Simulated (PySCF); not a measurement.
A GIAO shielding run with PySCF (density fitting, non-relativistic, gas phase) on SMILES C=CCNC(=O)[C@H](C)O[SiH3], C₆H₁₃NO₂Si:

```
$ OMP_NUM_THREADS=1 python probes_run.py task.json out

{"job": {"kind": "nmr", "xc": "PBE0", "basis": "pcSseg-1"}, "charge": 0, "multiplicity": 1}
C     -2.313282    -1.632940    -1.390427
C     -2.868744    -1.175049    -0.285071
C     -2.309513    -0.090033     0.588239
N     -1.158146     0.579206     0.025911
C      0.080070     0.434543     0.528778
O      0.325406    -0.191933     1.539125
C      1.192302     1.113824    -0.265740
C      1.503812     0.252096    -1.497748
O      2.321193     1.274608     0.506616
Si     2.793725     0.441249     1.832323
H     -2.765553    -2.420879    -1.966491
H     -1.376145    -1.252382    -1.761390
H     -3.801738    -1.587279     0.074203
H     -3.092933     0.648208     0.798001
H     -1.983764    -0.521452     1.540845
H     -1.292249     1.084220    -0.835703
H      0.857166     2.113381    -0.586653
H      0.661267     0.227150    -2.184915
H      2.368842     0.665053    -2.010191
H      1.742966    -0.759082    -1.176591
H      4.149653     0.998089     1.840778
H      2.852347    -1.004600     1.635897
H      2.108564     0.830985     3.060284
```

Hardware: 1 thread of an Arm Neoverse V2, shared host. The job also computes population analyses, field gradients.

(1) How large is the calculation?

(2) How long does it take, and how much memory does it need?

Results:

(1) 86 electrons, 242 basis functions and 1271 auxiliary functions.

(2) 69 s of wall time, with 14 SCF cycles and 5 response iterations; peak memory 1.1 GiB. Times on a shared host scatter by some tens of per cent.
